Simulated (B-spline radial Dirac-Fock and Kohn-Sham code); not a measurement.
**Magnetic form factor of the 3d shell of Ru²⁴⁺**

System: the Ru²⁴⁺ ion, configuration [Ar] 3d2.

Input of the calculation (task.json; shells as n, l, electrons):

```json
{"items": [{
  "Z": 44,
  "q": 24,
  "cfg": [[1, 0, 2], [2, 0, 2], [2, 1, 6], [3, 0, 2], [3, 1, 6], [3, 2, 2]],
  "A": 102,
  "rrms": 4.4809,
  "do": ["scatter"],
  "s": [0.0, 0.06, 0.07, 0.09, 0.11, 0.14, 0.18, 0.22, 0.27, 0.34, 0.42, 0.52, 0.64, 0.8, 0.99, 1.23, 1.52, 1.89, 2.35, 2.91, 3.61, 4.49, 5.57],
  "pz": [0, 0.1, 0.2, 0.3, 0.4, 0.5, 0.6, 0.8, 1.0, 1.2, 1.4, 1.6, 1.8, 2.0, 2.5, 3.0, 4.0, 5.0, 7.0, 10.0, 15.0, 20.0, 30.0, 40.0, 60.0, 100.0],
  "hv_scatter": [5000, 10000, 17479.3, 20000, 30000, 50000, 100000, 1000000]
}]}
```

Run with: `python xray_run.py task.json out`

Model: Dirac-Fock orbitals of the configuration average with a finite nucleus. Program: a radial B-spline solver. ⟨j_K⟩ is the integral of the 3d radial density with the spherical Bessel function j_K(4πsr), s = sin θ/λ.

```csv
s (Å⁻¹),⟨j0⟩,⟨j2⟩,⟨j4⟩
0,1.0000,0.0000,0.0000
0.06,0.9967,0.0013,0.0000
0.07,0.9955,0.0018,0.0000
0.09,0.9926,0.0030,0.0000
0.11,0.9890,0.0044,0.0000
0.14,0.9822,0.0071,0.0000
0.18,0.9707,0.0116,0.0001
0.22,0.9566,0.0172,0.0001
0.27,0.9354,0.0255,0.0003
0.34,0.8995,0.0393,0.0007
0.42,0.8509,0.0576,0.0015
0.52,0.7808,0.0830,0.0034
0.64,0.6875,0.1150,0.0071
0.8,0.5568,0.1554,0.0150
0.99,0.4068,0.1936,0.0288
1.23,0.2454,0.2194,0.0509
1.52,0.1067,0.2176,0.0783
```

Radial moments of the shell: ⟨r²⟩ = 0.1244, ⟨r⁴⟩ = 0.02637, ⟨r⁶⟩ = 0.008543 in powers of bohr.
